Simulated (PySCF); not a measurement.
Does the structure fit the spectrum?

A compound C₆H₁₁N₃ gives the data below (simulated from a calculation) and was assigned the structure `CCc1nnn(C)c1C`.

$^{13}$C{$^{1}$H} NMR (computed): δ 158.7 (C), 153.7 (C), 30.1 (CH3), 23.0 (CH2), 16.5 (CH3), 13.3 (CH3).

$^{1}$H NMR (600 MHz, computed): δ 3.52 (s, 3H), 2.83 (q, 2H), 2.44 (s, 3H), 1.17 (t, 3H).

PySCF calculation with GFN2-xTB geometry and NMR shieldings at PBE0/pcSseg-1/GIAO; fast rotation and ring inversion assumed for equivalent nuclei, relativity neglected, single conformer, in vacuum.

References, each an isolated molecule treated in the same way: $^{1}$H (31.72 ppm), $^{13}$C (186.93 ppm) against TMS.

Q: Compare with the shifts computed for the proposed structure, pairing carbons in order of shift.

A: Numbering as in the mapped SMILES `[CH3:1][CH2:2][c:3]1[n:4][n:5][n:6]([CH3:7])[c:8]1[CH3:9]`. Hydrogens are named by the atom that carries them.

| atom | computed for proposal | given list | difference |
| --- | --- | --- | --- |
| C3 | 151.5 | 158.7 | -7.2 |
| C8 | 134.2 | 153.7 | -19.5 |
| C7 | 34.8 | 30.1 | +4.7 |
| C2 | 23.5 | 23.0 | +0.5 |
| C1 | 19.1 | 16.5 | +2.6 |
| C9 | 10.0 | 13.3 | -3.3 |

The rms difference is 8.9 ppm and the largest -19.5 ppm at C8 (substituted aromatic carbon next to a ring nitrogen). The proposal doesn't fit.

Q: Which isomer fits?

A: SMILES CCc1nnc(C)n1C.

Carbon types of the structure: 2 × C, 1 × CH2, 3 × CH3, which accounts for all hydrogens. δC 158.7, 153.7: substituted aromatic carbon next to a ring nitrogen. δC 16.5: methyl carbon; a saturated carbon with 1 carbon neighbour and no heteroatom attached. δC 13.3: methyl carbon on an aromatic ring; saturated and bonded to C and H only. δH 2.44: hydrogen on a methyl carbon on an aromatic ring; benzylic-type position, deshielded by the ring.

The data come from this structure; uniqueness wasn't tested.

Shifts are as computed. Against solution values, carbons near 30 ppm lie about +3 ppm off and those near 130 ppm about +5 ppm. Of 1211 compounds with measured shifts, 218 miss one by over three times the rms of a fit or turn the order of signals round; such compounds aren't used in these exercises. No couplings were computed; multiplicities are counted from neighbouring protons, with m where these are inequivalent, close in shift, in a saturated or five-membered ring or joined by F or P, and br s for small geminal =CH2 splittings.
